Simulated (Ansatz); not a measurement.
`[Cu][I]` + HBr → `[Cu][Br]` + HI at 600 K and 1 bar (ligand exchange at a Cu–I bond).

Isolated molecules relaxed with PBE0-D4/def2-TZVP in Ansatz; ΔE leaves out vibrations. CBS: MP2 limit from def2 TZ/QZ plus the TZ coupled-cluster correction, frozen cores. Elements past krypton have def2 core potentials. For Br, Cu, I outer-core shells are correlated without core-valence functions, which leaves a few kJ/mol of doubt a bond. Scalar relativity is left out up to krypton.

```csv
species,CCSD(T)/CBS energy (Eh),H − E (kJ/mol),S (J/(mol·K))
`[Cu][I]`,-1936.97972,22.6,282.0
HBr,-2573.91920,33.5,219.1
`[Cu][Br]`,-4212.85462,22.7,274.4
HI,-298.03592,31.6,227.0
```

H − E and S are ideal-gas, rigid-rotor, harmonic terms from PBE0-D4/def2-TZVP. 1 Eh = 2625.50 kJ/mol, R = 8.31446 J/(mol·K).

Problem. By hand: ΔE, ΔH, ΔS and ΔG.

Solution. ΔE = (-4212.85462) + (-298.03592) − (-1936.97972) − (-2573.91920) = 0.00838 Eh = 22.0 kJ/mol. Δ(H − E) = 22.7 + 31.6 − 22.6 − 33.5 = -1.8, so ΔH = 20.2 kJ/mol. ΔS = 274.4 + 227.0 − 282.0 − 219.1 = 0.3 J/(mol·K). ΔG = 20.2 − 600 × (0.3)/1000 = 20.0 kJ/mol.

Problem. By hand: the equilibrium constant, and the temperature at which ΔG would vanish if ΔH and ΔS stayed fixed.

Solution. log₁₀ K = −ΔG/(RT ln 10) = -1.7. ΔG = 0 at ΔH/ΔS = 67333 K, far beyond where these terms or the molecules hold.

The number of gas molecules stays the same, so ΔS is small and ΔH decides. A doubt of 5 kJ/mol in ΔE shifts log₁₀ K by 0.4 here. These are equilibria of isolated gas molecules and say nothing of rates. Largest T1 diagnostic: 0.020 (customary marks: 0.02 for closed shells, 0.045 for open ones).
